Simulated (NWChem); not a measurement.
C₂H₄OS; SMILES SCC=O

```xyz
8

O     -0.3943     2.1210    -0.1346
C     -0.2304     1.0316     0.3386
C      0.8595     0.0781    -0.0860
S      0.1796    -1.5453    -0.5509
H     -0.9051     0.6342     1.1427
H      1.6048    -0.0362     0.7178
H      1.3659     0.4875    -0.9718
H     -0.0411    -1.9911     0.7050
```
Atoms are numbered in this order, from 1.

Program: NWChem. Pople sets run with spherical d functions. Geometry: optimised at PBE0/def2-SVP. B3LYP is NWChem's, with the RPA form of VWN correlation. Core excitations by TDA in a window of 1s orbitals, non-relativistic and unshifted: absolute energies depend strongly on the exact-exchange share.

```
level                         first 1s excitation (eV)  dipole oscillator strength of the first  first state with f > 0.002 (eV)  dipole oscillator strength of that state
----------------------------  ------------------------  ---------------------------------------  -------------------------------  ----------------------------------------
O K edge, B3LYP/6-311G**                         516.6                                   0.0406                            516.6                                    0.0406
O K edge, BHandHLYP/6-311G**                     528.2                                   0.0532                            528.2                                    0.0532
S K edge, B3LYP/6-311G**                        2415.5                                   0.0030                           2415.5                                    0.0030
```
